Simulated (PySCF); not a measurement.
Input for PySCF:
```python
from pyscf import gto, scf, dft, tdscf

mol = gto.M(
    atom='''
B    -0.727717   -0.300901    0.019578
H    -1.385759   -1.124098    0.525186
Cl    0.944526   -0.147153    0.450629
O    -1.285701    0.494780   -0.874105
H    -0.746993    1.171970   -1.290925
''',
    basis='def2-svp',
    charge=0,
    spin=0,
    verbose=4,
)

mf = dft.RKS(mol)
mf.xc = 'blyp'
mf.kernel()
td = mf.TDA()
td.nstates = 5
td.kernel()
td.analyze()
```

**Question.** What does this run give for the nuclear repulsion energy, HOMO energy, dipole moment, HOMO-LUMO gap, number of basis functions, excitation energies found?

**Answer.** 
```json
{
 "nuclear_repulsion_energy": "85.8886 Eh",
 "HOMO energy": "-7.20 eV",
 "dipole_moment": "1.54 D",
 "HOMO-LUMO gap": "6.54 eV",
 "number_of_basis_functions": "56",
 "excitation_energies_found": "6.64, 7.62, 7.73, 8.28, 8.32 eV"
}
```
